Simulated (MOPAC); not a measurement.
Stepwise substitution at one centre (B OH-I). Isolated molecules, 0 K electronic values unless said otherwise. One relaxed conformer stands for each flexible species; it need not be the lowest. Strings in code marks are SMILES.

Quantity: vertical ionisation energy (energy after one electron is removed minus that of the parent at the parent's geometry), in eV.

Case: `OB(O)I` (H–O–B–I torsion 180°, I–B–O–H torsion -180°). Geometry of `B(I)(O)O` (neutral, multiplicity 1, Å):

```xyz
6

O     -0.5487    -1.1053    -0.0371
B      0.3529    -0.0961    -0.0071
O      0.0893     1.2304     0.0463
I      2.4203    -0.6594    -0.0488
H     -1.4721    -0.8386    -0.0179
H     -0.8417     1.4690     0.0645
```

Task: What is the computed vertical ionisation energy (energy after one electron is removed minus that of the parent at the parent's geometry) (minus the HOMO energy of AM1 // PBE0-D3(BJ)/def2-TZVP (MOPAC))?

Result: 10.61 eV.
